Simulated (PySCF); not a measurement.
# Working out the ionisation energy of Br

Br [Ar] 3d10 4s2 4p5 (2P) → Br⁺ [Ar] 3d10 4s2 4p4 (3P). Calculation: PySCF 2.14, in aug-cc-pwCVDZ-PP with ECP10MDF (6s5p4d1f, 48 functions); scalar relativity through the core potential. Frozen: 3s2 3p6 3d10. Energies in hartree (1 hartree = 27.21139 eV):

```csv
part,Br (lower),Br⁺ (upper)
UHF,-415.475292,-415.080580
CCSD correlation,-0.122953,-0.099478
(T),-0.002337,-0.001519
```

Question: What does Hartree-Fock give?

Answer: (-415.080580) − (-415.475292) = 0.394712 hartree = 10.741 eV.

Question: What do CCSD and CCSD(T) give?

Answer: The CCSD correlation energies differ by 0.023475 hartree = 0.639 eV and the triples by 0.000818 hartree = 0.022 eV, so CCSD gives 11.380 eV and CCSD(T) 11.402 eV.

Measured between the centres of the two terms (NIST): 11.844 eV, so CCSD(T) (valence) is off by -0.442 eV.

A double-zeta basis recovers only part of the correlation energy.

What remains against the reference includes basis incompleteness, the frozen core and higher excitations.
